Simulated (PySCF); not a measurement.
## Spin states of RbBi

Unrestricted PBE0; basis Rb def2-SVPD with ECP28, Bi def2-SVPD with ECP60; scalar-relativistic core potentials; PySCF 2.14. Outer shells of the fragments: Rb 5s1; Bi 5d10 6s2 6p3.

Followed along the bond (rough minima from three points):

```json
{"2Ms+1": "3", "unpaired": "π ↑↑", "⟨S²⟩ at the start": "2.04", "R at minimum (Å)": "3.57", "Te (eV)": "0.00"}
{"2Ms+1": "1", "unpaired": "π ↑↓", "⟨S²⟩ at the start": "1.00", "R at minimum (Å)": "3.55", "Te (eV)": "0.32"}
{"2Ms+1": "3", "unpaired": "σ ↑, π ↑", "⟨S²⟩ at the start": "2.00", "R at minimum (Å)": "3.37", "Te (eV)": "0.53"}
{"2Ms+1": "1", "unpaired": "σ ↓, π ↑", "⟨S²⟩ at the start": "1.00", "R at minimum (Å)": "3.39", "Te (eV)": "0.83"}
{"2Ms+1": "1", "unpaired": "none", "⟨S²⟩ at the start": "0.00", "R at minimum (Å)": "3.55", "Te (eV)": "1.16"}
```

Solutions found at the starting distance of 3.520 Å, counted from the lowest of them; the search is not exhaustive and high or unbound solutions are not listed, so other states can lie among these:

| 2Ms+1 | unpaired | term | E (eV) | ⟨S²⟩ | ⟨Lz²⟩ | μ (D) |
| --- | --- | --- | --- | --- | --- | --- |
| 3 | π ↑↑ | ³Σ⁻ | 0.00 | 2.04 | 0.00 | -8.85 |
| 1 | π ↑↓ | mixed | 0.32 | 1.00 | 2.01 | -9.26 |
| 3 | σ ↑, π ↑ | ³Π | 0.56 | 2.00 | 1.01 | -11.35 |
| 1 | σ ↓, π ↑ | mixed | 0.84 | 1.00 | 1.01 | -11.13 |
| 1 | none | mixed | 1.15 | 0.00 | 2.00 | -9.34 |
| 5 | σ ↑↑, π ↑↑ | ⁵Σ⁻ | 1.32 | 6.00 | 0.00 | 2.36 |

A term symbol is given only where ⟨S²⟩ and ⟨Lz²⟩ are close to those of a pure state; real π, δ and φ orbitals otherwise mix terms. A positive dipole means Rb(−)Bi(+).

These are scalar-relativistic numbers at best; spin–orbit coupling would shift them, the dissociation energy most. Counting both spins, an empty level lies below a filled one in some of these solutions, because spin and occupation are held.
